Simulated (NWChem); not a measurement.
System: ZnCl cation; SMILES [Cl][Zn+]

```xyz
2

Zn     0.0000     0.0000    -0.7549
Cl     0.0000     0.0000     1.3150
```
Atoms are numbered in this order, from 1.

Computed with NWChem. Pople sets run with spherical d functions. All runs use the structure optimised with PBE0/def2-SVP. B3LYP is NWChem's, with the RPA form of VWN correlation. Vzz is the largest principal value of the second derivative of the potential at the nucleus (NWChem prints the opposite sign); η is the asymmetry. Non-relativistic.

Estimate the computed values for B3LYP/6-31G*. Quantities: Vzz Zn1 (a.u.); η Zn1; Vzz Cl2 (a.u.); η Cl2.


```json
{
 "Vzz Zn1 (a.u.)": "0.208",
 "η Zn1": "0.00",
 "Vzz Cl2 (a.u.)": "3.344",
 "η Cl2": "0.00"
}
```
